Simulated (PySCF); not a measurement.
SMILES [CH2](C)[GeH3], GFN2-xTB optimised geometry.

```
11

C      1.69    -0.79     0.00
C      0.17    -0.79     0.00
Ge    -0.59     1.03     0.00
H      2.08    -0.28     0.88
H      2.08    -0.28    -0.88
H      2.08    -1.81     0.00
H     -0.20    -1.33    -0.88
H     -0.20    -1.33     0.88
H     -0.15     1.81     1.20
H     -2.08     1.02     0.00
H     -0.15     1.81    -1.20
```

Density from PBE0/def2-TZVP (PySCF 2.14.0) at that geometry.

Minimum of the electron density along straight lines between bonded atoms, close to the bond critical point (lines longer than 1.1 times the sum of covalent radii, or with two minima, are not listed):

```
bond     length / Å  ρ at the minimum / e bohr⁻³  ∇²ρ there / e bohr⁻⁵  position (fraction from the first atom)
-------  ----------  ---------------------------  --------------------  ---------------------------------------
C1–C2         1.523                   (withheld)                 -0.59                                     0.50
C2–Ge3        1.974                   (withheld)            (withheld)                                     0.53
C1–H4         1.089                        0.279                 -0.96                                     0.64
C1–H5         1.089                        0.279                 -0.96                                     0.64
C1–H6         1.089                        0.279                 -0.95                                     0.64
C2–H7         1.092                        0.276                 -0.93                                     0.64
C2–H8         1.092                        0.276                 -0.93                                     0.64
Ge3–H9        1.495                        0.142                  0.10                                     0.60
Ge3–H10       1.496                        0.142                  0.10                                     0.60
Ge3–H11       1.496                        0.142                  0.10                                     0.60
```

**Question.** Fill in the missing entries.

**Answer.** 
- C1–C2, ρ at the minimum / e bohr⁻³: 0.243
- C2–Ge3, ρ at the minimum / e bohr⁻³: 0.125
- C2–Ge3, ∇²ρ there / e bohr⁻⁵: 0.07
